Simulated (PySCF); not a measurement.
## A small calculation by hand: refractive index and permittivity of the vapour

C2H3O3, SMILES O(C)C([O])=O, multiplicity 2.

Geometry: B3LYP-D3(BJ)/def2-SVP. A frequency run showed that this geometry is not a minimum. The isomer is the one that the SMILES or the coordinates give; other isomers of the formula were not compared.

ωB97X/def2-TZVP (PySCF) gives a mean static polarisability of 40.3 bohr³ and a dipole moment of 3.45 D. Take an ideal gas at 298.15 K and 1 bar, whether or not the substance is that volatile.

Work out n − 1 in the optical limit and the static ε − 1.


Polarisability volume α' = 40.3 × 0.148185 = 5.97 Å³. Number density N = p/kT = 2.43e-5 Å⁻³.
Dilute limit of Lorentz–Lorenz: n − 1 = 2π N α' = 0.00091.
Orientation term of Debye: μ²/(3kT) = 8.098 Å³ × μ²(D²) = 96.38 Å³.
ε − 1 = 4π N (α' + μ²/3kT) = 0.031. Orientation of the dipole supplies 94 % of the static response; it can't follow optical fields. Vibrational polarisation and dispersion are left out.
